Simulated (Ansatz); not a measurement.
Breaking the Al1–H2 bond in CH6AlN (SMILES C[NH][AlH2]) (multiplicity 1 held, fragments rigid). Energies count from the point at 1.578 Å.
Geometry at that point (charge 0, multiplicity 1):
```xyz
9

Al    -0.09555     0.21231     1.21056
H     -1.27978     0.73324     2.11343
H      1.33950    -0.17605     1.73948
N     -0.40101     0.05182    -0.52668
C      0.50358    -0.39974    -1.57473
H     -1.31059     0.29300    -0.89513
H      0.67413     0.37094    -2.33411
H      0.13147    -1.29475    -2.08481
H      1.47299    -0.65064    -1.14092
```

R- and RO- levels are restricted; in cc, def2 and unpolarised 6-31G sets they are followed outwards from rest. U- levels take the lowest unrestricted solution at each point, which mixes spins at long bonds. Curves can end on different states.

Frozen-core correlation.

The values were computed with Ansatz (Gaussian basis) for Hartree–Fock, density functionals and correlated methods. 

Problem. One of these levels gives 288.7 kJ/mol for the energy at R = 5.048 Å. Name it.
A) U-MP2/cc-pV(D+d)Z
B) U-HF/cc-pV(D+d)Z
C) R-SCS-MP2/cc-pV(D+d)Z
D) R-HF/cc-pV(D+d)Z

Solution. B, U-HF/cc-pV(D+d)Z. The others give 658.9 (R-HF/cc-pV(D+d)Z), 343.7 (U-MP2/cc-pV(D+d)Z), 465.6 (R-SCS-MP2/cc-pV(D+d)Z)

Doubts at one or more of the structures used: a restricted determinant that unrestricted orbitals would lower (R-HF/cc-pV(D+d)Z, R-SCS-MP2/cc-pV(D+d)Z); a spin-contaminated determinant (U-HF/cc-pV(D+d)Z, U-MP2/cc-pV(D+d)Z).

Ansatz is a first-principles code.
